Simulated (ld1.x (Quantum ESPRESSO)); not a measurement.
**An all-electron radial function and its pseudo partner (manganese)**

Columns: radius, all-electron u(r) and pseudo u(r) of the 4p shell (level -1.47 eV) of manganese in the configuration [Ar] 3d5 4s2 4p0; LDA (PZ), scalar-relativistic, PAW scheme, ld1.x (Quantum ESPRESSO) 7.5.

```csv
r (bohr),all-electron,pseudo
0.138,0.1075,0.0028
0.275,0.0294,0.0110
0.413,-0.0963,0.0244
0.550,-0.1695,0.0425
0.688,-0.1820,0.0650
0.825,-0.1514,0.0908
0.963,-0.0960,0.1197
1.100,-0.0301,0.1505
1.238,0.0390,0.1828
1.375,0.1055,0.2156
1.513,0.1678,0.2485
1.650,0.2239,0.2807
1.788,0.2741,0.3119
1.925,0.3178,0.3415
2.062,0.3555,0.3691
2.200,0.3880,0.3949
2.338,0.4153,0.4181
2.475,0.4378,0.4386
2.613,0.4561,0.4561
2.750,0.4704,0.4704
2.888,0.4813,0.4813
3.025,0.4891,0.4891
3.162,0.4941,0.4941
3.300,0.4966,0.4966
3.438,0.4969,0.4969
3.575,0.4953,0.4953
```

(1) How many radial nodes do the two functions have?

(2) At about which radius was the pseudo-wave matched?

(3) Is the pseudo-wave norm-conserving?

Results:

(1) The all-electron 4p function has n − l − 1 = 2; the pseudo-wave has 0, since the states of the same l below it are removed with the core.

(2) 2.75 bohr, where the columns begin to agree (steps of 0.14 bohr).

(3) No, it belongs to a PAW set: the norm inside the radius is not constrained, and the difference is carried by the augmentation charge.
